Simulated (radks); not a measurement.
Results of a calculation; reference values are marked as such.
Species: the tungsten ion W+. Configuration: [Xe] 4f14 5d4 6s1.

Code: a radial shooting solver on a logarithmic mesh with Libxc functionals. Model: Dirac Kohn-Sham, PBE, spin-unpolarised, spherical densities, finite nucleus; open shells fill j = l - 1/2 first; Fermi nuclear charge, rms radius 5.3658 fm.

Energy parts (hartree):
part                       energy
total                 -16163.0657
kinetic                18201.6431
electron-nucleus      -40347.4737
Hartree                 6307.6422
exchange-correlation    -324.8773

Orbitals (lengths in bohr, moments of r in powers of bohr; <r^-3> diverges for s and p1/2):
orbital  occ.  eigenvalue (hartree)  <r^-3>       <r^4>
1s1/2       2             -2549.621       -   5.822e-07
2s1/2       2             -439.9889       -  0.00008711
2p1/2       2             -420.8503       -  0.00005245
2p3/2       4             -371.1404   16330  0.00007642
3s1/2       2             -101.5217       -    0.003219
3p1/2       2             -92.97705       -    0.002840
3p3/2       4             -82.22811    3693    0.003753
3d3/2       4             -67.80871   638.4    0.002549
3d5/2       6             -65.47107   543.0    0.002775
4s1/2       2             -21.14323       -     0.07574
4p1/2       2             -17.59568       -     0.08278
4p3/2       4             -15.10478   856.3      0.1095
4d3/2       4              -9.27111   129.7      0.1411
4d5/2       6              -8.81211   108.0      0.1542
4f5/2       6              -1.51680   19.62      0.4998
4f7/2       8              -1.43460   18.68      0.5397
5s1/2       2              -3.15402       -       2.440
5p1/2       2              -2.10567       -       3.828
5p3/2       4              -1.74648   120.9       5.433
5d3/2       4              -0.43758   8.260       39.19
5d5/2       0              -0.40950   6.595       45.95
6s1/2       1              -0.44265       -       153.1

The highest occupied level is 5d3/2 at -11.907 eV. For comparison, the ionisation energy in NIST's Atomic Spectra Database is 16.4 eV (semi-empirical). In exact Kohn-Sham theory the highest level is minus the ionisation energy, but local and semilocal functionals leave it too shallow, through self-interaction and a potential that decays too fast; potentials with the right tail come closer.

Beside tabulated values, note that spin-unpolarised runs miss the spin-polarisation part of the exchange energy of open shells.
